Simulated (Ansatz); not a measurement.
```xyz
13

N     0.7625   -1.4377   -1.0594
Ge    1.6308   -0.1272   -0.1094
O     0.5181    1.2510    0.0128
Si   -1.0100    1.3753    0.5388
N    -1.7338   -0.1547    0.4600
F    -1.0603    1.8581    2.0611
H     0.9537   -1.4578   -2.0508
H     0.8701   -2.3683   -0.6816
H     1.9380   -0.6737    1.2905
H     2.8448    0.4464   -0.8515
H    -1.6626    2.4698   -0.2086
H    -2.6478   -0.3618    0.8226
H    -1.4036   -0.8195   -0.2244
```

Charge 0, multiplicity 1.

(1) List the ωB97M-V/def2-TZVPP orbital energies in eV (Ansatz 0.2.0). (An estimate is asked.)

Answers

(1) Ansatz gave: Occupied: -10867.17, -1807.64, -1362.93, -1210.66, -1210.66, -1210.65, -676.73, -525.75, -394.57, -393.77, -174.81, -148.50, -124.08, -124.05, -124.03, -102.66, -102.63, -102.58, -37.02, -36.89, -36.85, -36.80, -36.78, -35.33, -29.94, -26.62, -26.21, -18.97, -17.33, -16.51, -16.32, -15.22, -14.99, -14.85, -13.95, -13.63, -13.27, -12.10, -11.88, -11.22, -10.43, -9.89. Lowest empty: 1.84, 2.57, 2.90, 3.00, 3.60, 3.75, 4.16, 4.48.
